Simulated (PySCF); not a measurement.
C2Si, SMILES [Si][C][C] (connectivity only; charge and spin as stated), neutral, multiplicity 1. Geometry: PBE0-D3(BJ)/def2-TZVP. A frequency run showed that this geometry is not a minimum.

PySCF 2.14.0 with TDA-PBE/def2-TZVPD puts the lowest singlet excitations at 2.33, 2.33, 3.32, 3.47, 3.47, 4.83 eV.

Task: What are the lowest excitation roots from ADC(2)/aug-cc-pVDZ in PySCF 2.14.0? (An estimate is asked for; the answer gives what the named calculation found.)

Result: 3.01, 3.01, 3.63, 3.69, 3.69, 5.26 eV. S1 differs by 0.69 eV (second minus first; roots are paired by order, and the bases may differ).
